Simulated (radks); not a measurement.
Species: Hf II. Configuration: [Xe] 4f14 5d1 6s1 6p1 (not the ground configuration). Calculated with a radial shooting solver on a logarithmic mesh with Libxc functionals: Dirac Kohn-Sham, BLYP, spin-unpolarised, spherical densities, finite nucleus; open shells fill j = l - 1/2 first; Fermi nuclear charge, rms radius 5.347 fm.

Unscreened Slater integrals over Kohn-Sham orbitals (cm^-1). Large and small components are both included. Empty in this configuration: 5d5/2.

integral,value
"F0(6p1/2,6p1/2)",52065
"F0(6p1/2,5d3/2)",62379
"G1(6p1/2,5d3/2)",15809
"F0(6p1/2,6s1/2)",56962
"G1(6p1/2,6s1/2)",36649
"F0(6p1/2,4f7/2)",68848
"G4(6p1/2,4f7/2)",1774.7
"F0(6p1/2,5d5/2)",62015
"G3(6p1/2,5d5/2)",12232
"F0(5d3/2,5d3/2)",95003
"F2(5d3/2,5d3/2)",48122
"F0(5d3/2,6s1/2)",73420
"G2(5d3/2,6s1/2)",22507
"F0(5d3/2,4f7/2)",124350
"F2(5d3/2,4f7/2)",28003
"G3(5d3/2,4f7/2)",10134
"G5(5d3/2,4f7/2)",7682.3
"F0(5d3/2,5d5/2)",93452
"F2(5d3/2,5d5/2)",47282
"G2(5d3/2,5d5/2)",47245
"G4(5d3/2,5d5/2)",30690
"F0(6s1/2,6s1/2)",64179
"F0(6s1/2,4f7/2)",83977
"G3(6s1/2,4f7/2)",2841.6
"F0(6s1/2,5d5/2)",72805
"G2(6s1/2,5d5/2)",23626
"F0(4f7/2,4f7/2)",300040
"F2(4f7/2,4f7/2)",141950
"F4(4f7/2,4f7/2)",88940
"F6(4f7/2,4f7/2)",63952
"F0(4f7/2,5d5/2)",120760
"F2(4f7/2,5d5/2)",26285
"F4(4f7/2,5d5/2)",12260
"G1(4f7/2,5d5/2)",11486
"G3(4f7/2,5d5/2)",9285.8
"G5(4f7/2,5d5/2)",7058.0
"F0(5d5/2,5d5/2)",91980
"F2(5d5/2,5d5/2)",46545
"F4(5d5/2,5d5/2)",30220
